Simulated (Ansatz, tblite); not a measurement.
Spin states of RuF₃ (the lowest doublet isomer of a short search), each relaxed with PBE0-D4/def2-TZVP in Ansatz. Electronic energies in the gas phase.

In the def2 sets Ru takes a core potential; there is no spin–orbit coupling. The xTB rows come from tblite. Correlated methods freeze 3 core orbitals; core or outer-core shells of Ru are correlated, in sets that lack core-valence functions. Another isomer (doublet) lies 0.05 eV lower at r2SCAN-D4/def2-TZVP.

Doublet geometry (D3h within 0.1 Å):

```xyz
4

Ru   -0.0001    0.0014    0.0001
F    -0.7492   -0.8935    1.3911
F    -0.8648    1.4136   -0.7450
F     1.6141   -0.5214   -0.6462
```

Quartet geometry (C2v within 0.1 Å):

```xyz
4

Ru    0.2148   -0.1660   -0.1867
F     1.6716   -0.0711    0.9317
F    -0.8938   -0.5299   -1.6084
F    -0.9926    0.7670    0.8634
```

Run but left out: HF/STO-3G, HF/def2-TZVP, HF/def2-TZVPP, r2SCAN0-D4/def2-TZVP, BHLYP-D4/def2-TZVP, PBE-QIDH/def2-TZVP, MP2/def2-TZVP, MP2/def2-TZVPP, CCSD/def2-TZVPP, CCSD(T)/def2-TZVPP (doublet: ⟨S²⟩ 1.11 to 1.77, where a pure state has 0.75).

Only these spin states were relaxed. Higher spins weren't run and may lie lower.

Problem. Estimate which spin state lies lowest at each of these levels, and by how much: GFN1-xTB; GFN2-xTB; PBE-D4/def2-TZVP; revPBE-D4/def2-TZVP; r2SCAN-D4/def2-TZVP; PBE0-D4/def2-TZVP; CAM-B3LYP-D4/def2-TZVP; RPA@PBE/def2-TZVP.

Solution. 
```csv
level,quartet − doublet (kcal/mol),lowest of these,remarks
GFN1-xTB,22.3,doublet,–
GFN2-xTB,22.8,doublet,–
PBE-D4/def2-TZVP,-9.4,quartet,–
revPBE-D4/def2-TZVP,-9.7,quartet,–
r2SCAN-D4/def2-TZVP,-15.3,quartet,spin-contaminated (⟨S²⟩ 0.85) (doublet)
PBE0-D4/def2-TZVP,-13.0,quartet,spin-contaminated (⟨S²⟩ 0.86) (doublet)
CAM-B3LYP-D4/def2-TZVP,-11.9,quartet,–
RPA@PBE/def2-TZVP,-6.6,quartet,–
```

Change of the quartet − doublet gap on mixing in exact exchange, in kcal/mol: PBE to PBE0 (25 % exact exchange) -3.6. The xTB methods have no term that favours high spin, so they put low spin too low.

```csv
state,donor atoms,mean metal–ligand distance (Å),range (Å),Mulliken spin on the metal (PBE0)
doublet,3,1.816,1.82–1.82,1.02
quartet,3,1.844,1.84–1.85,2.65
```

⟨S²⟩ at PBE0-D4/def2-TZVP: doublet 0.86 (pure 0.75), quartet 3.76 (pure 3.75).
